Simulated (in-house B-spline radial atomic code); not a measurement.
## Ionising neutral calcium with different functionals

Computed with a B-spline radial code for spherical atoms: four-component Dirac-Coulomb Hamiltonian, Fermi nucleus of rms radius 3.4776 fm, spin-restricted, spherical fractional occupations for the functionals. The ionisation energy is the difference of two self-consistent energies, [Ar] 4s2 → [Ar] 4s1, without Breit or QED terms; ε is the level of the shell that loses the electron (mean over j).

Hybrids are left out here: with spherical fractional occupations of an open shell their exact exchange keeps a self-interaction that integer-occupation calculations don't have.

| method | rung | ΔSCF (eV) | -ε(4s) (eV) |
| --- | --- | --- | --- |
| LDA VWN5 | LDA | ? | ? |
| relativistic LDA | LDA | 6.45 | 3.86 |
| LDA PW92 | LDA | 6.46 | 3.86 |
| LDA exchange-only | LDA | 5.59 | 3.04 |
| PBE | GGA | 6.31 | 3.77 |
| PBEsol | GGA | 6.31 | 3.76 |
| BLYP | GGA | 6.23 | 3.61 |
| RPBE | GGA | 6.24 | 3.73 |
| PW91 | GGA | 6.34 | 3.80 |
| BP86 | GGA | 6.46 | 3.88 |
| AM05 | GGA | ? | ? |
| OLYP | GGA | 6.01 | 3.51 |

Question: What does AM05 give?

Answer: ΔSCF 6.25 eV, and -ε(4s) = 3.72 eV.

Question: What does LDA VWN5 give?

Answer: ΔSCF 6.46 eV, and -ε(4s) = 3.86 eV.

Question: How do they compare with the NIST value?

Answer: NIST lists 6.113 eV (measured, ground level to ground level). Errors run from -0.52 to +0.34 eV; OLYP is closest (-0.11 eV), but part of that can be cancellation, since the calculations leave out Breit-QED terms, spin polarisation.
